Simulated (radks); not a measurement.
Question: The palladium ion Pd5+, configuration [Kr] 4d5 (the NIST ground configuration). Method: scalar-relativistic Kohn-Sham, r2SCAN, spin-polarised, spherical densities, finite nucleus; open shells are filled with parallel spins first (spin-orbit coupling, left out, can overturn this in heavy ions); meta-GGA in the generalised Kohn-Sham scheme; Fermi nuclear charge, rms radius 4.5318 fm; computed with a radial shooting solver on a logarithmic mesh with Libxc functionals. Some entries of the table are withheld. Estimate them.

orbital  occ.  eigenvalue (eV)  <1/r> (bohr^-1)
1s down     1        -24293.60            48.23
1s up       1        -24293.57            48.23
2s up       1        -3629.826            10.95
2s down     1        -3628.181            10.96
2p up       3        -3259.658            10.58
2p down     3        -3258.450            10.58
3s up       1        -724.9860            3.843
3s down     1        -724.5609            3.840
3p up       3        -602.4414            3.654
3p down     3        -601.8315            3.652
3d up       5              (1)            3.421
3d down     5              (2)            3.420
4s up       1              (3)              (4)
4s down     1              (5)              (6)
4p up       3        -130.2684            1.343
4p down     3        -123.8454            1.353
4d up       5         -76.6320            1.096
4d down     0         -69.8094            1.102

Answer: 
(1) 3d up eigenvalue (eV): -408.5989
(2) 3d down eigenvalue (eV): -407.3276
(3) 4s up eigenvalue (eV): -166.3857
(4) 4s up <1/r> (bohr^-1): 1.473
(5) 4s down eigenvalue (eV): -160.2674
(6) 4s down <1/r> (bohr^-1): 1.485
